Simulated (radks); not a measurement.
Charge is removed step by step from the 5s1/2 level of Sm8+, starting from [Kr] 4d10 4f4 5s2 5p2. Calculated with a radial shooting solver on a logarithmic mesh with Libxc functionals: Dirac Kohn-Sham, PBE, spin-unpolarised, spherical densities, point nucleus; open shells fill j = l - 1/2 first.

removed (e)  E - E(0) (eV)  eigenvalue (eV)  E minus straight line (eV)
0                    0.000          -148.51                       0.000
0.25                37.663          -152.80                      -1.615
0.5                 76.400          -157.10                      -2.157
0.75                116.21          -161.43                      -1.621
1                   157.11          -165.77                       0.000

Removing the whole electron costs 157.11 eV by Delta-SCF, against 148.51 eV from minus the eigenvalue at the starting occupation. Slater's transition state (half an electron removed) gives 157.10 eV. Integrating minus the eigenvalue over the occupation (Janak's theorem) gives 157.11 eV. The mean slope of the eigenvalue, de/dn, is 17.3 eV per electron.
